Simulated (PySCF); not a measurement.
Job file and geometry (Å, from GFN2-xTB) of an NMR shielding run on `c12c(ccc([O-])c1F)cc(F)cc2`, [C$_{10}$H$_{5}$F$_{2}$O]-, GIAO PBE0/pcSseg-1 NMR shielding, non-relativistic, gas phase in PySCF 2.14.0, density-fitted response routines; density fitting, a coarse starting grid and PySCF grid level 2 are the driver's defaults:

```
$ OMP_NUM_THREADS=1 python probes_run.py task.json out

{"job": {"kind": "nmr", "xc": "PBE0", "basis": "pcSseg-1"}, "charge": -1, "multiplicity": 1}
O      3.623182     1.187562    -0.425911
C      2.513020     0.635576    -0.273807
C      2.383502    -0.799132    -0.099712
C      1.196909    -1.436069     0.068143
C     -0.025337    -0.729510     0.085422
C     -1.265017    -1.360148     0.256293
C     -2.411094    -0.613803     0.261601
F     -3.626753    -1.238206     0.430068
C     -2.396938     0.775499     0.100577
C     -1.200179     1.411157    -0.066883
C      0.024041     0.692358    -0.081251
C      1.257971     1.305872    -0.248752
F      1.254724     2.680067    -0.403920
H      3.309670    -1.360711    -0.110092
H      1.168747    -2.513618     0.193881
H     -1.315326    -2.432847     0.383720
H     -3.331431     1.318666     0.111588
H     -1.168448     2.483604    -0.192619
```

**Question.** Write the output of this run.

**Answer.** 
```
coarse grid: 17224 points
cycle   1  E = -657.9177721150  dE =  2.623e+00  |g| = 1.050e+00  |ddm| = 4.752e+00
cycle   2  E = -654.5305636660  dE =  3.387e+00  |g| = 3.080e+00  |ddm| = 4.572e+00
cycle   3  E = -657.9594138039  dE = -3.429e+00  |g| = 8.130e-01  |ddm| = 4.298e+00
cycle   4  E = -658.1385658794  dE = -1.792e-01  |g| = 1.972e-01  |ddm| = 1.070e+00
cycle   5  E = -658.1417216472  dE = -3.156e-03  |g| = 1.681e-01  |ddm| = 4.152e-01
cycle   6  E = -658.1484064129  dE = -6.685e-03  |g| = 3.685e-02  |ddm| = 2.052e-01
cycle   7  E = -658.1486921189  dE = -2.857e-04  |g| = 1.711e-02  |ddm| = 5.307e-02
cycle   8  E = -658.1487587864  dE = -6.667e-05  |g| = 4.629e-03  |ddm| = 2.361e-02
cycle   9  E = -658.1487626977  dE = -3.911e-06  |g| = 2.594e-03  |ddm| = 7.906e-03
final grid: 173360 points
cycle  10  E = -658.2494278617  dE = -2.548e-05  |g| = 1.642e-02  |ddm| = 7.715e-02
cycle  11  E = -658.2492533540  dE =  1.745e-04  |g| = 3.329e-02  |ddm| = 6.240e-02
cycle  12  E = -658.2494841641  dE = -2.308e-04  |g| = 2.836e-03  |ddm| = 4.619e-02
cycle  13  E = -658.2494858852  dE = -1.721e-06  |g| = 5.920e-04  |ddm| = 4.257e-03
cycle  14  E = -658.2494859318  dE = -4.667e-08  |g| = 1.897e-04  |ddm| = 8.662e-04
cycle  15  E = -658.2494859386  dE = -6.751e-09  |g| = 2.755e-05  |ddm| = 2.558e-04
cycle  16  E = -658.2494859387  dE = -8.458e-11  |g| = 2.082e-05  |ddm| = 5.418e-05
converged SCF energy = -658.2494859387

GIAO shielding tensors (ppm)
atom      isotropic    diamagn.    paramagn.     s11        s22        s33       span
  0 O       -9.086     396.778    -405.863   -329.921    -79.976    382.640    712.561
  1 C       20.412     245.865    -225.454    -57.133     12.443    105.925    163.058
  2 C       46.587     257.313    -210.726    -43.916     47.819    135.859    179.774
  3 C       61.408     250.436    -189.027    -42.753     73.591    153.387    196.140
  4 C       68.406     254.997    -186.592      2.990     24.016    178.211    175.221
  5 C       72.235     249.921    -177.686     -3.325     68.874    151.156    154.481
  6 C       25.417     256.218    -230.800    -40.352     42.376     74.228    114.580
  7 F      325.856     480.556    -154.700    279.516    340.111    357.941     78.426
  8 C       72.100     256.027    -183.927    -12.842     67.657    161.484    174.325
  9 C       68.512     247.791    -179.279    -23.867     55.999    173.403    197.269
 10 C       59.199     257.314    -198.116    -10.034     13.585    174.046    184.081
 11 C       29.467     245.410    -215.942    -10.884     21.119     78.168     89.052
 12 F      354.018     478.314    -124.296    305.355    331.455    425.244    119.889
 13 H       24.733      31.144      -6.411     22.217     23.940     28.040      5.823
 14 H       24.662      32.768      -8.106     20.301     24.827     28.858      8.557
 15 H       24.850      31.864      -7.013     20.892     24.998     28.661      7.769
 16 H       25.047      29.682      -4.635     21.497     26.012     27.631      6.134
 17 H       24.493      32.153      -7.660     19.115     24.630     29.733     10.618
```

**Question.** Turn these shieldings into chemical shifts. Shifts are taken against calculated references (same method and geometry level): 17O (σref 336.08) vs H2O; TMS for 13C (σref 186.93) and 1H (σref 31.72); CFCl3 for 19F (σref 170.95).

**Answer.** Averaging equivalent atoms: O 0: 345.2; C 1: 166.5; C 6: 161.5; C 11: 157.5; C 2: 140.3; C 10: 127.7; C 3: 125.5; C 4: 118.5; C 9: 118.4; C 8: 114.8; C 5: 114.7; F 7: -154.9; F 12: -183.1; H 17: 7.22; H 14: 7.05; H 13: 6.98; H 15: 6.87; H 16: 6.67 ppm. Unscaled 19F shifts against computed CFCl3 carry errors that often reach 10 to 50 ppm. Unscaled 17O shifts of doubly bonded oxygen tend to come out too high, by tens of ppm or more. Experimental scales use liquid or dissolved standards, which lie at an offset from isolated H2O (liquid H2O: subtract about 36 ppm).

Size and cost of the density-fitted run: 246 basis functions, 2.1 min wall time on 1 thread of an Intel Xeon, shared host; peak memory 1.1 GiB.
